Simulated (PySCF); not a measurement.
## Basis-set dependence of population analyses: `F/C=C(/F)C1=CC1`

Species: C₅H₄F₂.
Atom-mapped SMILES: `[F:1]/[CH:2]=[C:3](/[F:4])[C:5]1=[CH:6][CH2:7]1` (hydrogens: H8 on C2; H9 on C6; H10, H11 on C7)

PBE0 throughout (PySCF), one geometry, spherical d and f functions. Isolated species at its PBE0-D3(BJ)/def2-SVP geometry (one conformer only). The first 7 of 10 kinds of atom are listed.

Mulliken charges (e):

```
        basis  functions      F1      C2      C3      F4      C5      C6      C7
       STO-3G         39  -0.050  +0.003  +0.062  -0.068  -0.038  -0.103  -0.149
        6-31G         71  -0.287  +0.102  +0.253  -0.315  -0.039  -0.126  -0.330
     pcSseg-0         71  -0.337  +0.207  +0.205  -0.357  -0.159  -0.181  -0.393
       6-31G*        106  -0.273  +0.075  +0.301  -0.317  +0.079  -0.198  -0.390
      cc-pVDZ        118  -0.141  +0.165  +0.013  -0.163  +0.100  -0.136  -0.014
     def2-SVP        118  -0.182  +0.135  +0.203  -0.208  +0.053  -0.204  -0.031
  aug-cc-pVDZ        197  -0.494  +0.748  +0.657  -0.576  +0.500  +0.222  +0.528
6-311+G(2d,p)        213  -0.250  +0.006  +0.114  -0.311  +0.552  -0.228  -0.426
    def2-TZVP        241  -0.164  +0.037  +0.174  -0.181  -0.034  -0.170  -0.189
      cc-pVTZ        266  -0.136  +0.024  +0.212  -0.153  +0.041  -0.254  -0.181
     IGLO-III        285  -0.211  +0.072  +0.240  -0.245  -0.010  -0.107  -0.184
     pcSseg-2        308  -0.234  +0.211  +0.220  -0.252  +0.044  -0.157  -0.075
```

IAO charges (e):

```
        basis  functions      F1      C2      C3      F4      C5      C6      C7
       STO-3G         39  -0.065  -0.012  +0.068  -0.082  -0.044  -0.125  -0.254
        6-31G         71  -0.228  +0.081  +0.210  -0.245  -0.025  -0.145  -0.272
     pcSseg-0         71  -0.216  +0.085  +0.199  -0.233  -0.036  -0.139  -0.274
       6-31G*        106  -0.237  +0.113  +0.224  -0.255  -0.024  -0.148  -0.253
      cc-pVDZ        118  -0.237  +0.109  +0.225  -0.255  -0.023  -0.151  -0.255
     def2-SVP        118  -0.237  +0.113  +0.224  -0.255  -0.024  -0.143  -0.247
  aug-cc-pVDZ        197  -0.249  +0.112  +0.232  -0.267  -0.021  -0.153  -0.262
6-311+G(2d,p)        213  -0.250  +0.113  +0.232  -0.268  -0.021  -0.152  -0.263
    def2-TZVP        241  -0.250  +0.115  +0.235  -0.268  -0.021  -0.154  -0.263
      cc-pVTZ        266  -0.248  +0.114  +0.234  -0.265  -0.021  -0.154  -0.264
     IGLO-III        285  -0.251  +0.114  +0.234  -0.268  -0.021  -0.154  -0.264
     pcSseg-2        308  -0.250  +0.114  +0.235  -0.268  -0.022  -0.153  -0.264
```

Hirshfeld charges (e):

```tsv
basis	functions	F1	C2	C3	F4	C5	C6	C7
STO-3G	39	-0.005	+0.014	+0.040	-0.029	-0.036	-0.053	-0.042
6-31G	71	-0.072	+0.026	+0.065	-0.087	-0.026	-0.045	-0.077
pcSseg-0	71	-0.065	+0.026	+0.060	-0.081	-0.025	-0.040	-0.079
6-31G*	106	-0.062	+0.028	+0.059	-0.079	-0.024	-0.048	-0.081
cc-pVDZ	118	-0.052	+0.021	+0.052	-0.067	-0.025	-0.043	-0.087
def2-SVP	118	-0.060	+0.026	+0.059	-0.075	-0.023	-0.042	-0.088
aug-cc-pVDZ	197	-0.066	+0.030	+0.059	-0.080	-0.030	-0.045	-0.096
6-311+G(2d,p)	213	-0.068	+0.033	+0.057	-0.082	-0.033	-0.043	-0.090
def2-TZVP	241	-0.066	+0.031	+0.058	-0.080	-0.029	-0.045	-0.092
cc-pVTZ	266	-0.062	+0.028	+0.058	-0.076	-0.027	-0.045	-0.093
IGLO-III	285	-0.066	+0.031	+0.059	-0.080	-0.030	-0.045	-0.095
pcSseg-2	308	-0.067	+0.031	+0.060	-0.081	-0.028	-0.045	-0.096
```

ESP-fitted charges (e):

| basis | functions | F1 | C2 | C3 | F4 | C5 | C6 | C7 |
| --- | --- | --- | --- | --- | --- | --- | --- | --- |
| STO-3G | 39 | -0.053 | +0.033 | -0.009 | -0.069 | +0.109 | -0.153 | -0.255 |
| 6-31G | 71 | -0.180 | +0.066 | +0.055 | -0.190 | +0.168 | -0.219 | -0.273 |
| pcSseg-0 | 71 | -0.183 | +0.067 | +0.049 | -0.192 | +0.180 | -0.244 | -0.339 |
| 6-31G* | 106 | -0.114 | +0.005 | +0.002 | -0.125 | +0.158 | -0.231 | -0.250 |
| cc-pVDZ | 118 | -0.118 | +0.017 | -0.009 | -0.126 | +0.151 | -0.221 | -0.217 |
| def2-SVP | 118 | -0.136 | +0.040 | +0.008 | -0.145 | +0.153 | -0.224 | -0.219 |
| aug-cc-pVDZ | 197 | -0.142 | +0.034 | +0.007 | -0.155 | +0.171 | -0.244 | -0.218 |
| 6-311+G(2d,p) | 213 | -0.140 | +0.016 | +0.011 | -0.155 | +0.175 | -0.257 | -0.222 |
| def2-TZVP | 241 | -0.136 | +0.023 | +0.001 | -0.147 | +0.175 | -0.249 | -0.227 |
| cc-pVTZ | 266 | -0.128 | +0.017 | 0.000 | -0.139 | +0.166 | -0.243 | -0.223 |
| IGLO-III | 285 | -0.139 | +0.024 | +0.004 | -0.150 | +0.173 | -0.253 | -0.205 |
| pcSseg-2 | 308 | -0.146 | +0.031 | +0.015 | -0.160 | +0.174 | -0.248 | -0.219 |

Task: Which scheme is steadiest as the basis changes?

Result: Largest range over the bases for any column: Hirshfeld 0.07 e, ESP-fitted 0.13 e, IAO 0.19 e, Mulliken 0.95 e. Hirshfeld charges move least and Mulliken charges most, counted in e. Without the minimal STO-3G basis the ranges are Hirshfeld 0.02, ESP-fitted 0.13, IAO 0.04, Mulliken 0.95 e.

Task: How much do the charges still move between the two largest bases, IGLO-III and pcSseg-2?

Result: At most, over all atoms: Mulliken 0.139 e, IAO 0.001 e, Hirshfeld 0.002 e, ESP-fitted 0.014 e.

Task: What do the same runs give for the total energy, the frontier levels and the dipole moment?

Result: 
```json
{"basis": "STO-3G", "energy (Eh)": "-386.8572", "HOMO (eV)": "-3.81", "LUMO (eV)": "1.89", "μ (D)": "0.49"}
{"basis": "6-31G", "energy (Eh)": "-391.9650", "HOMO (eV)": "-6.55", "LUMO (eV)": "-1.09", "μ (D)": "0.25"}
{"basis": "pcSseg-0", "energy (Eh)": "-391.1634", "HOMO (eV)": "-6.84", "LUMO (eV)": "-1.40", "μ (D)": "0.11"}
{"basis": "6-31G*", "energy (Eh)": "-392.0627", "HOMO (eV)": "-6.37", "LUMO (eV)": "-0.89", "μ (D)": "0.14"}
{"basis": "cc-pVDZ", "energy (Eh)": "-392.0954", "HOMO (eV)": "-6.51", "LUMO (eV)": "-1.09", "μ (D)": "0.14"}
{"basis": "def2-SVP", "energy (Eh)": "-391.7819", "HOMO (eV)": "-6.62", "LUMO (eV)": "-1.21", "μ (D)": "0.12"}
{"basis": "aug-cc-pVDZ", "energy (Eh)": "-392.1214", "HOMO (eV)": "-6.69", "LUMO (eV)": "-1.39", "μ (D)": "0.14"}
{"basis": "6-311+G(2d,p)", "energy (Eh)": "-392.1912", "HOMO (eV)": "-6.72", "LUMO (eV)": "-1.41", "μ (D)": "0.14"}
{"basis": "def2-TZVP", "energy (Eh)": "-392.2304", "HOMO (eV)": "-6.67", "LUMO (eV)": "-1.33", "μ (D)": "0.12"}
{"basis": "cc-pVTZ", "energy (Eh)": "-392.2135", "HOMO (eV)": "-6.63", "LUMO (eV)": "-1.27", "μ (D)": "0.11"}
{"basis": "IGLO-III", "energy (Eh)": "-392.2349", "HOMO (eV)": "-6.70", "LUMO (eV)": "-1.38", "μ (D)": "0.14"}
{"basis": "pcSseg-2", "energy (Eh)": "-392.2287", "HOMO (eV)": "-6.71", "LUMO (eV)": "-1.39", "μ (D)": "0.13"}
```

The dipole is fixed by the density alone, so its range of 0.38 D shows that the density itself changes with the basis, not only its division among atoms.
